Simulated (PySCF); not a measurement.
C2H5FSi2, SMILES C#C[Si@@H](F)[SiH3].

The structure is a stationary point at ωB97X-D3(BJ)/def2-SVP. The structure was generated by enumeration; whether it is a known compound was not checked.

Level of theory: TDDFT-PBE/def2-SVPD run with PySCF 2.14.0.

Vertical excitations. Isolated molecule, no solvent.

Computed lowest excited states:
| state | energy (eV) | λ (nm) | f | main pairs |
|---|---|---|---|---|
| S1 | 5.07 | 245 | 0.007 | HOMO→LUMO 98 % |
| S2 | 5.70 | 217 | 0.003 | HOMO−1→LUMO 59 %, HOMO→LUMO+1 38 % |
| S3 | 6.01 | 206 | 0.011 | HOMO−2→LUMO 89 % |
| S4 | 6.22 | 199 | 0.027 | HOMO−1→LUMO+1 82 % |
| S5 | 6.43 | 193 | 0.209 | HOMO→LUMO+1 32 %, HOMO−2→LUMO+1 27 %, HOMO−1→LUMO 18 %, HOMO−1→LUMO+1 10 % |
| S6 | 6.51 | 191 | 0.018 | HOMO→LUMO+2 90 % |
| S7 | 6.68 | 186 | 0.008 | HOMO−3→LUMO 94 % |
| S8 | 6.79 | 183 | 0.003 | HOMO→LUMO+3 54 %, HOMO−4→LUMO 39 % |
| S9 | 6.89 | 180 | 0.001 | HOMO→LUMO+4 50 %, HOMO−4→LUMO 30 %, HOMO→LUMO+3 9 % |
| S10 | 6.91 | 179 | 0.004 | HOMO−1→LUMO+2 69 %, HOMO−2→LUMO+1 19 % |
| T1 | 4.62 | 268 | 0 | HOMO→LUMO 74 %, HOMO−1→LUMO 14 % |
| T2 | 4.76 | 261 | 0 | HOMO−1→LUMO 51 %, HOMO→LUMO 22 %, HOMO→LUMO+1 15 % |
| T3 | 5.07 | 245 | 0 | HOMO→LUMO+1 66 %, HOMO−1→LUMO 27 % |
| T4 | 5.48 | 226 | 0 | HOMO−2→LUMO 63 %, HOMO−1→LUMO+1 28 % |
Triplets are in the Tamm–Dancoff approximation, which puts them higher than full response would, so one can lie above its singlet here.
